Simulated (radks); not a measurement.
The tellurium ion Te4+, [Kr] 4d10 5s2. Calculated with a radial shooting solver on a logarithmic mesh with Libxc functionals: non-relativistic Kohn-Sham, PBE, spin-polarised, spherical densities, point nucleus. Every spin shell is full or empty, so the densities are truly spherical. Functionals are evaluated on that one density, not self-consistently. Rank these exchange functionals by their error against the exact value of the orbitals, and give that value: LDA, RPBE, AM05, SOGGA, G96, r2SCAN, MS2, Tao-Mo.

Answer. Exact: -167.601 hartree. From best to worst, with 100 (|E| - |E exact|)/|E exact| (equal figures are ties): r2SCAN -0.11, RPBE -0.23, G96 +0.35, MS2 -0.59, Tao-Mo -0.81, SOGGA -2.25, AM05 -4.47, LDA -4.80.
